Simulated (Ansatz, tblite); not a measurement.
Cost and result up the ladder for [ReNF4]2- (ReNF₄²⁻) (6 atoms). Charge -2, multiplicity 1. Geometry: PBE0-D4/def2-SVPD.

Cartesian coordinates in Å:
```
Re -0.1228 -0.1096 0.0441
N -1.3139 -1.1734 0.4715
F 0.3923 1.0046 1.6661
F -0.9724 1.6226 -0.6004
F 0.3259 -0.3635 -1.9237
F 1.6910 -0.9807 0.3424
```

Ansatz on 4 threads of Arm Neoverse V1 on a shared host; xTB runs through tblite on one thread. Times are rough, summed over both states, and most runs start from the orbitals of an earlier one. PBE0-D4/def2-TZVPD serves as the yardstick here, not as an exact answer. The other state is a triplet at its own geometry.

In the def2 sets Re takes a core potential; there is no spin–orbit coupling. The xTB rows come from tblite. B3LYP takes the VWN-RPA correlation. A multiply charged anion in the gas phase is held together partly by the finite basis. Removing one electron lowers the energy by 3.19 eV at PBE0-D4/def2-TZVPD, so it isn't bound.

Run but left out: HF/def2-TZVPD (triplet: ⟨S²⟩ 2.61, where a pure state has 2.00).

xTB has no spin-polarisation term.

```
                             level  functions  wall time
                          GFN1-xTB         29    0.008 s
                          GFN2-xTB         29    0.008 s
            LDA (SPW92)/def2-TZVPD        240      4.3 s
                 PBE-D4/def2-TZVPD        240      8.2 s
              revPBE-D4/def2-TZVPD        240       13 s
               B3LYP-D4/def2-TZVPD        240       13 s
                PBE0-D4/def2-TZVPD        240       15 s
r2SCAN-D4/def2-TZVPD (with forces)        240       18 s
                 B97M-V/def2-TZVPD        240       33 s
```

Problem. Estimate what each level gives for the triplet − singlet (eV).

Solution. 
```csv
level,triplet − singlet (eV),difference from PBE0-D4/def2-TZVPD (eV),remarks
GFN1-xTB,1.19,0.93,–
GFN2-xTB,1.21,0.95,–
LDA (SPW92)/def2-TZVPD,0.35,0.09,"HOMO above zero (singlet), HOMO above zero (triplet), restricted, untested (singlet)"
PBE-D4/def2-TZVPD,0.18,-0.08,"HOMO above zero (singlet), HOMO above zero (triplet)"
revPBE-D4/def2-TZVPD,0.15,-0.11,"HOMO above zero (singlet), HOMO above zero (triplet), restricted, untested (singlet)"
B3LYP-D4/def2-TZVPD,0.36,0.10,"HOMO above zero (singlet), HOMO above zero (triplet)"
PBE0-D4/def2-TZVPD,0.26,0.00,"HOMO above zero (singlet), HOMO above zero (triplet)"
r2SCAN-D4/def2-TZVPD (with forces),0.08,-0.18,"HOMO above zero (singlet), HOMO above zero (triplet)"
B97M-V/def2-TZVPD,0.33,0.07,"HOMO above zero (singlet), HOMO above zero (triplet)"
```
